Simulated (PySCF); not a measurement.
How methods differ on the excitation energy of C

C [He] 2s2 2p2 (3P) → C [He] 2s1 2p2 3s1 (5P), as a difference of total energies. Calculation: PySCF 2.14, in aug-cc-pVTZ; the non-relativistic Hamiltonian (point nucleus). Correlated levels: valence: 1s2 frozen. The calculations carry no spin-orbit coupling.

```csv
method,excitation energy (eV)
UHF,11.108
LDA,12.827
PBE,12.717
PBE0,12.663
r2SCAN,12.471
M06-L,13.062
wB97M-V,13.061
M06-2X,13.374
B3LYP,13.202
MP2 (valence),12.519
SCS-MP2 (valence),12.874
```

Q: How much does correlation contribute at MP2 (valence)?

A: 12.519 − (11.108) = 1.411 eV, measured against UHF.

The upper state lies above the first ionisation limit, but in LS coupling its spin forbids autoionisation to the ground ion. A Rydberg-like electron needs more diffuse functions than a valence basis has.

The promoted electron is Rydberg-like, and one or two diffuse shells describe it only roughly, which tends to raise the upper state.
